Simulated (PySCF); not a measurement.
Deuteron quadrupole couplings in `F[C@H]1CC[SiH2]1`

C3H7FSi.
Geometry (PBE0-D3(BJ)/def2-SVP, Å), atoms numbered from 1 in this order:
```xyz
12
C3H7FSi angstrom
F      0.604    2.238   -0.166
C      0.552    0.956    0.311
C     -0.772    0.214    0.059
C     -0.242   -1.240    0.010
Si     1.423   -0.517   -0.551
H      0.779    0.974    1.394
H     -1.577    0.414    0.785
H     -1.140    0.517   -0.936
H     -0.800   -1.933   -0.634
H     -0.173   -1.681    1.017
H      1.493   -0.328   -2.031
H      2.718   -1.066   -0.045
```

Level: PBE0/pcSseg-1 (PySCF, non-relativistic); Q(2H) = 0.00286 b; rigid geometry, the same for H and D, with no vibrational averaging.

Question: Rank these positions by the coupling χzz of a deuteron there, largest first.
A. H9 (methylene hydrogen)
B. H6 (methine hydrogen)
C. H8 (methylene hydrogen)
D. H10 (methylene hydrogen)
E. H12 (Si–H hydrogen)

Answer: A (204 kHz), D (199 kHz), C (190 kHz), B (185 kHz), E (93 kHz).

What are Vzz, η and χzz (234.96 MHz × Q × Vzz) at all hydrogens?

```csv
atom,bonded to,bond length (Å),Vzz (au),η,χzz (kHz)
H6,C2,1.106,0.2748,0.12,185
H7,C3,1.103,0.2880,0.00,194
H8,C3,1.103,0.2830,0.03,190
H9,C4,1.098,0.3036,0.05,204
H10,C4,1.102,0.2955,0.05,199
H11,Si5,1.493,0.1410,0.02,95
H12,Si5,1.495,0.1389,0.01,93
```

Average by the element that carries the hydrogen.

on C: 194 kHz over 5 positions, mean bond length 1.102 Å; on Si: 94 kHz over 2 positions, mean bond length 1.494 Å.

A static deuteron (I = 1) shows a doublet split by (3/2)χ, (3/4)χ(1 + η) and (3/4)χ(1 − η) with the field along z, y and x of the gradient. What are these for H7?

With |χ| = 193.5 kHz and η = 0.004: 290, 146 and 145 kHz, to first order and without motion.

Isolated species at its PBE0-D3(BJ)/def2-SVP geometry (one conformer only). The basis is small and wasn't made for field gradients, so the couplings can be 20 % off.
